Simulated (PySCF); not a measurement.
# How the method changes the shape and vibrations of BFH3NSi

All numbers below are calculated, not measured. The program is PySCF 2.14.0, an open-source quantum chemistry code, run on an isolated molecule that a program drew, which may never have been made. The molecule is BFH3NSi (charge 0, singlet), drawn as the SMILES string `FBN=[SiH2]`.

The geometry was optimised and harmonic frequencies were computed with HF and MP2, all in the cc-pV(D+d)Z basis, for the commonest isotopes, with a restricted reference for singlets and an unrestricted one otherwise, and a frozen core in MP2. Each result is a local minimum of its method.

Geometry at the HF minimum:
```xyz
7
BFH3NSi, angstrom
F     0.2513    0.5003   -3.6287
B    -0.7810   -0.2733   -3.2451
N    -0.6318   -1.1878   -2.2136
Si   -0.4800   -2.2149   -1.0621
H    -1.8122   -0.1221   -3.8402
H    -0.7454   -1.9057    0.3501
H    -0.0652   -3.6109   -1.2604
```

Lengths of the bonds as drawn, in Å (atoms numbered as above):
| bond | HF | MP2 |
|---|---|---|
| F1-B2 | 1.346 | 1.358 |
| B2-N3 | 1.387 | 1.402 |
| N3-Si4 | 1.550 | 1.586 |
| B2-H5 | 1.200 | 1.206 |
| Si4-H6 | 1.470 | 1.475 |
| Si4-H7 | 1.470 | 1.475 |

Rotational constants, in GHz:
| constant | HF | MP2 |
|---|---|---|
| A | 36.69 | 36.38 |
| B | 2.558 | 2.477 |
| C | 2.461 | 2.387 |

Harmonic frequencies in cm^-1, each column in rising order, so a row needn't be the same motion in every method:
```
rank    HF   MP2
   1    96    61
   2   145   128
   3   271   300
   4   519   479
   5   750   648
   6   755   701
   7   895     ?
   8   985   921
   9  1088  1031
  10  1148  1098
  11  1309  1245
  12  1674  1578
  13  2375  2318
  14  2376  2331
  15  2723  2679
```

**Estimate the missing MP2 frequency from the HF column.**

A single factor s that minimises the squared misfit of MP2 against s times HF over the other rows is sum(HF x MP2) / sum(HF^2) = 0.9672, with an rms misfit of 35 cm^-1. For rank 7 it gives 0.9672 x 895 = 866 cm^-1. The calculation gives 827 cm^-1, 39 cm^-1 below the estimate. The drawn bonds are on average 0.9 % longer in MP2 than in HF.
